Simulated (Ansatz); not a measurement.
Born–Oppenheimer molecular dynamics of FH3O3Zr (8 atoms, charge 0, multiplicity 1). It starts from a relaxed structure.

Theory: RKS PBE/def2-SVP (Ansatz 0.2.0).

```json
{
  "ensemble": "NVE (velocity Verlet)",
  "time step": "0.5 fs",
  "steps asked": "150",
  "starting velocities drawn for": "1500 K",
  "seed": "373420"
}
```

First frame:

```xyz
8
Properties=species:S:1:pos:R:3
Zr -0.101 -0.138 0.151
F 0.080 0.213 2.045
O 1.666 -0.292 -0.614
H 2.492 -0.390 -1.104
O -1.060 1.333 -0.654
H -1.528 2.007 -1.163
O -1.082 -1.788 -0.073
H -1.558 -2.593 -0.310
```

Question: How far do the bonds stretch over the last three quarters of this one trajectory? (Pairs bonded in most of those frames.)

Answer: 
| bond | mean (Å) | spread (Å) | shortest | longest |
| --- | --- | --- | --- | --- |
| Zr1–F2 | 1.930 | 0.016 | 1.89 | 1.96 |
| Zr1–O3 | 1.966 | 0.068 | 1.87 | 2.06 |
| Zr1–O5 | 1.970 | 0.046 | 1.90 | 2.03 |
| Zr1–O7 | 1.965 | 0.043 | 1.90 | 2.03 |
| O3–H4 | 0.977 | 0.024 | 0.94 | 1.01 |
| O5–H6 | 0.980 | 0.050 | 0.91 | 1.06 |
| O7–H8 | 0.974 | 0.022 | 0.94 | 1.01 |

Pairs bonded in part of these frames only: Zr1–H4 32 %, Zr1–H6 13 %.

Mean temperature of the second half: 641 K. The conserved energy stayed within 0.77 meV per atom of its start (net change 0.082 meV per atom), so the integration is sound. Over the second half the temperature averaged 0.43 of the 1500 K drawn at the start: a run that starts near a minimum puts about half its kinetic energy into the potential. A run of 0.075 ps of so small a system gives no equilibrium averages.

Time of the run: 99 s on 2 threads of AMD EPYC 9R45 96-Core Processor (Zen 5) (shared host), peak memory 0.16 GiB.
